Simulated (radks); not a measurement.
Coherent X-ray form factor from a spherical all-electron density. Method: Dirac Kohn-Sham, PBEsol, spin-unpolarised, spherical densities, finite nucleus; Fermi nuclear charge, rms radius of each element as measured or else 0.836 A^(1/3) + 0.57 fm; computed with a radial shooting solver on a logarithmic mesh with Libxc functionals.

| sin(theta)/lambda (1/angstrom) | f0 (electrons) |
|---|---|
| 0.05 | 37.769 |
| 0.1 | 37.094 |
| 0.15 | 36.027 |
| 0.2 | 34.644 |
| 0.25 | 33.039 |
| 0.3 | 31.306 |
| 0.4 | 27.795 |
| 0.5 | 24.612 |
| 0.6 | 21.962 |
| 0.8 | 18.066 |
| 1 | 15.185 |
| 1.25 | 12.138 |
| 1.5 | 9.653 |
| 2 | 6.655 |

The species is in the configuration that NIST lists as its ground one. Which atom or ion scatters so?

Answer. The silver ion Ag9+, [Kr] 4d2. Extrapolating in s^2 from the first two rows gives f0(0) = 38.0, near the electron count 38; among species with that count, the fall with angle is slower the higher Z, and the table is that of Z = 47; from so few rows the species is fixed only to a neighbour or two.
